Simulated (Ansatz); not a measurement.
C2H9BO2. The species carries charge 0 and has multiplicity 1. The bonds changed during the relaxation, so this is another structure than the one it started from. The structure was optimised at the PBE0-D4/def2-TZVP level. It is one conformer, not always the lowest.

```xyz
14

C    -0.742   -0.877   -1.760
B    -0.149   -0.230   -0.457
C     0.508   -1.070    0.689
O    -0.184    1.130   -0.279
O     0.345    2.246    2.354
H    -0.080   -1.651   -2.159
H    -0.964   -0.169   -2.564
H    -1.678   -1.390   -1.508
H    -0.003   -2.023    0.848
H     0.564   -0.530    1.637
H     1.534   -1.325    0.394
H    -0.581    1.604   -1.014
H     0.131    1.939    1.463
H     1.298    2.344    2.357
```

What is the dipole moment at ωB97M-V/def2-TZVPP? (Best estimate.)

Computed: 3.30 D, with components (0.46, -0.84, -3.16) D in this frame, pointing from negative to positive charge.

And with PBE, r2SCAN, B3LYP? (Best estimate.)

Ansatz gave: PBE 3.21 D, r2SCAN 3.28 D, B3LYP 3.30 D.

Give the Mulliken charges with ωB97M-V, PBE, B3LYP in def2-TZVPP. (Best estimate.)

The calculation gave: 
```json
{"atom": "C1", "ωB97M-V": "-0.36", "PBE": "-0.35", "B3LYP": "-0.32"}
{"atom": "B2", "ωB97M-V": "0.25", "PBE": "0.23", "B3LYP": "0.26"}
{"atom": "C3", "ωB97M-V": "-0.36", "PBE": "-0.35", "B3LYP": "-0.33"}
{"atom": "O4", "ωB97M-V": "-0.32", "PBE": "-0.28", "B3LYP": "-0.33"}
{"atom": "O5", "ωB97M-V": "-0.42", "PBE": "-0.43", "B3LYP": "-0.43"}
{"atom": "H6", "ωB97M-V": "0.11", "PBE": "0.11", "B3LYP": "0.10"}
{"atom": "H7", "ωB97M-V": "0.08", "PBE": "0.07", "B3LYP": "0.06"}
{"atom": "H8", "ωB97M-V": "0.12", "PBE": "0.11", "B3LYP": "0.10"}
{"atom": "H9", "ωB97M-V": "0.11", "PBE": "0.10", "B3LYP": "0.09"}
{"atom": "H10", "ωB97M-V": "0.10", "PBE": "0.09", "B3LYP": "0.09"}
{"atom": "H11", "ωB97M-V": "0.11", "PBE": "0.10", "B3LYP": "0.09"}
{"atom": "H12", "ωB97M-V": "0.18", "PBE": "0.19", "B3LYP": "0.19"}
{"atom": "H13", "ωB97M-V": "0.23", "PBE": "0.23", "B3LYP": "0.24"}
{"atom": "H14", "ωB97M-V": "0.18", "PBE": "0.19", "B3LYP": "0.19"}
```

B3LYP here is the variant with VWN-RPA as its local correlation; programs differ in this.
